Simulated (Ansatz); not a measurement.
`FC[NH][AlH][SH]` + H₂O → `[OH][AlH][SH]` + `NCF`  (formal hydrolysis of the Al–N bond)

Program: Ansatz. Geometries: PBE0-D4/def2-TZVP. ΔE: electronic, gas phase. CCSD(T)/CBS adds triple-zeta CCSD(T) − MP2 to the extrapolated MP2 energy (def2 sets, frozen cores). This one scheme is used for every species. Functionals use def2-TZVPP. Each species was taken in one conformer, which may not be the lowest.

Question: Is it downhill or uphill in electronic energy at CCSD(T)/CBS, and by how much? (Best estimate.)

Answer: The calculation gave: Downhill: ΔE = -47.8 kJ/mol.

Question: What do these levels give: B2PLYP, PBE, r2SCAN, MP2/def2-TZVPP, SCS-MP2/def2-TZVPP, SCS-MP2/def2-QZVPP? (An estimate is asked.)

Answer: Ansatz gave: B2PLYP -55.3, PBE -52.5, r2SCAN -54.5, MP2/def2-TZVPP -49.2, SCS-MP2/def2-TZVPP -51.4, SCS-MP2/def2-QZVPP -50.7 kJ/mol.

Largest T1 diagnostic among the species: 0.012.

In def2-TZVPP, CCSD(T) changes the Hartree–Fock value by +11.1 kJ/mol (the triples alone add +1.5 kJ/mol) and MP2 by +10.8 kJ/mol. The D4 term adds +5.6 kJ/mol with B3LYP and +3.2 kJ/mol with PBE0; it sums over pairs of atoms, weighted by their polarisabilities, and B3LYP, whose exchange is more repulsive, gets the larger term.

B3LYP here is the variant with VWN-RPA as its local correlation; programs differ in this.
